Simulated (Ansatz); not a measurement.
A nudged elastic band was laid between two geometries of CH4CdO (7 atoms, charge 0, multiplicity 1).

Theory: RKS CAM-B3LYP-D4/def2-mTZVP (Ansatz).

```json
{"movable images": "7", "climbing image": "yes", "spring": "5.0 eV/Å²", "optimiser": "quadratic models (default)", "start path": "straight line", "force threshold": "0.03 eV/Å", "iteration limit": "60", "end points": "relaxed"}
```

Initial state:

```xyz
7
Properties=species:S:1:pos:R:3
C -1.134 0.701 -0.305
Cd 0.530 -0.438 0.252
O 2.035 -1.574 0.860
H -1.960 0.052 -0.590
H -0.889 1.339 -1.151
H -1.457 1.331 0.521
H 2.874 -1.411 0.414
```

Final state:

```xyz
7
Properties=species:S:1:pos:R:3
C -1.188 0.646 -0.209
Cd 0.670 -0.296 -0.005
O 2.461 -1.139 0.079
H -1.971 -0.091 -0.368
H -1.177 1.329 -1.056
H -1.424 1.214 0.689
H 2.628 -1.663 0.871
```

(1) What changes between the two ends?

(2) What energy profile does the band end with?

Answers

(1) No bond is made or broken.

(2) It converged. The highest image is number 0 of 0 to 8, 0.000 eV above the ends, which have the same energy within 2 meV. The highest image is an end point: on this band no image between the ends rises above it.

```json
{"image": "0", "path coordinate (Å)": "0.00", "energy (eV)": "0.000"}
{"image": "1", "path coordinate (Å)": "0.20", "energy (eV)": "0.000"}
{"image": "2", "path coordinate (Å)": "0.39", "energy (eV)": "0.000"}
{"image": "3", "path coordinate (Å)": "0.59", "energy (eV)": "0.000"}
{"image": "4", "path coordinate (Å)": "0.79", "energy (eV)": "0.000"}
{"image": "5", "path coordinate (Å)": "0.98", "energy (eV)": "0.000"}
{"image": "6", "path coordinate (Å)": "1.20", "energy (eV)": "0.000"}
{"image": "7", "path coordinate (Å)": "1.42", "energy (eV)": "0.000"}
{"image": "8", "path coordinate (Å)": "1.64", "energy (eV)": "0.000"}
```

The run took 3.6 min on 2 threads of Arm Neoverse V2, on a shared host, peak memory 0.2 GiB.
